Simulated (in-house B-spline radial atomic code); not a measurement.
Ionising Au⁷⁺ with different functionals

Computed with a B-spline radial code for spherical atoms: scalar-relativistic (spin-free X2C) Hamiltonian, Fermi nucleus of rms radius 5.4371 fm, spin-polarised at highest spin, spherical fractional occupations for the functionals, and exact exchange of hybrids averaged over the configuration. The ionisation energy is the difference of two self-consistent energies, [Xe] 4f14 5d4 → [Xe] 4f14 5d3, without Breit or QED terms; ε is the level of the shell that loses the electron (its least bound occupied spin orbital). There is no spin-orbit coupling in this Hamiltonian.

| method | rung | ΔSCF (eV) | -ε(5d) (eV) |
| --- | --- | --- | --- |
| PBE0 | global hybrid | 113.39 | 107.15 |
| B3LYP | global hybrid | 113.24 | 106.50 |
| TPSSh | global hybrid | ? | ? |
| M06-2X | global hybrid | 112.91 | 109.17 |
| BHandHLYP | global hybrid | 113.21 | 109.23 |
| r2SCAN0 | global hybrid | 113.69 | 107.51 |
| B97-1 | global hybrid | 113.18 | 106.56 |
| HSE06 | range-separated hybrid | 113.34 | 106.68 |
| wB97X | range-separated hybrid | 112.95 | 109.39 |
| CAM-B3LYP | range-separated hybrid | 113.18 | 108.42 |
| LC-wPBE | range-separated hybrid | ? | ? |

(1) What does LC-wPBE give?

(2) What does TPSSh give?

(3) Among the functionals, which spreads more, the ΔSCF values or the orbital energies?

(4) How do they compare with the NIST value?

## Answers

(1) ΔSCF 113.24 eV, and -ε(5d) = 109.90 eV.

(2) ΔSCF 113.31 eV, and -ε(5d) = 105.71 eV.

(3) The orbital energies: ΔSCF values span about 0.78 eV and the orbital energies 4.18 eV; here energy differences depend much less on the functional than eigenvalues do.

(4) NIST lists 112 eV ± 2.1 (tabulated theory, ground level to ground level). Errors run from +0.91 to +1.69 eV; all lie within about twice that uncertainty, so the table can't rank the methods.
